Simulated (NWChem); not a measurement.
System: dithienothiophene (C8H4S3); SMILES c1cc2sc3ccsc3c2s1

Here is an NWChem input.

```
start job
memory heap 200 mb stack 900 mb global 1100 mb
geometry units angstroms noautoz
  C     -3.196439     0.000000    -0.325294
  C     -2.670154     0.000000     0.936725
  C     -1.245404     0.000000     0.904407
  S      0.000000     0.000000     2.146290
  C      1.245404     0.000000     0.904407
  C      2.670154     0.000000     0.936725
  C      3.196439     0.000000    -0.325294
  S      1.974447     0.000000    -1.579196
  C      0.711250     0.000000    -0.381911
  C     -0.711250     0.000000    -0.381911
  S     -1.974447     0.000000    -1.579196
  H     -4.240936     0.000000    -0.606626
  H     -3.271382     0.000000     1.838440
  H      3.271382     0.000000     1.838440
  H      4.240936     0.000000    -0.606626
end
basis spherical
  C library def2-svp
  S library def2-svp
  H library def2-svp
end
dft
  xc xcamb88 1.00 lyp 1.0 hfexch 1.00
  cam 0.33 cam_alpha 0.0 cam_beta 1.0
  iterations 150
  semidirect filesize 400000000
  mulliken
end
task dft energy
```

Structure relaxed at the B3LYP/6-31G* (spherical d) level. Not confirmed as a minimum by frequencies.

Q: Give the results of this calculation. (LC-BLYP (range parameter 0.33 per bohr)/def2-SVP.) Quantities: energy (Ha); highest occupied level (eV); orbital gap (eV); dipole (D).

A: The energy (Ha) is -1499.72 and the highest occupied level (eV) is -8.06. The orbital gap (eV) comes out as 8.81. The dipole (D) is 0.31.
